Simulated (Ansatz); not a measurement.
`[NH2][SnH]([OH])[F]` and `[CH3][SnH]([OH])[F]` differ in one atom or group.

Ansatz, PBE0-D4/def2-TZVP geometries, multiplicity 1. Each molecule was computed in one conformer, which needn't be the lowest.

Elements past krypton have def2 core potentials.

```
                                                                                  property  `[NH2][SnH]([OH])[F]`
                                                     HOMO energy (ωB97M-V/def2-TZVPP) / eV                 -10.45
                                                      HOMO–LUMO gap (PBE0/def2-TZVPP) / eV                   7.25
ideal-gas entropy at 298 K and 1 bar (rigid rotor, harmonic PBE0-D4/def2-TZVP) / J/(mol·K)                    348
                                                       HOMO–LUMO gap (PBE/def2-TZVPP) / eV                   4.77
                                                       LUMO energy (B3LYP/def2-TZVPP) / eV                  -1.17
                                                        LUMO energy (PBE0/def2-TZVPP) / eV                  -0.80
```

Q: Give the same properties after the change, and the shifts. (Best estimate.)

A: Computed: 
```
                                                                                  property  `[CH3][SnH]([OH])[F]`  shift
                                                     HOMO energy (ωB97M-V/def2-TZVPP) / eV                 -10.79  -0.34
                                                      HOMO–LUMO gap (PBE0/def2-TZVPP) / eV                   8.09   0.84
ideal-gas entropy at 298 K and 1 bar (rigid rotor, harmonic PBE0-D4/def2-TZVP) / J/(mol·K)                    360     12
                                                       HOMO–LUMO gap (PBE/def2-TZVPP) / eV                   5.57   0.80
                                                       LUMO energy (B3LYP/def2-TZVPP) / eV                  -0.78   0.39
                                                        LUMO energy (PBE0/def2-TZVPP) / eV                  -0.41   0.39
```

With PBE0 the HOMO falls by 0.45 eV and the LUMO rises by 0.39 eV, so the gap widens by about 0.84 eV. PBE moves the HOMO by -0.40 eV and ωB97M-V by -0.34 eV. The zero-point energy changes by 27.9 kJ/mol with +3 modes. Modes under 60 cm⁻¹, often nearly free rotors, make the harmonic entropy too high.

B3LYP here is the variant with VWN-RPA as its local correlation; programs differ in this.
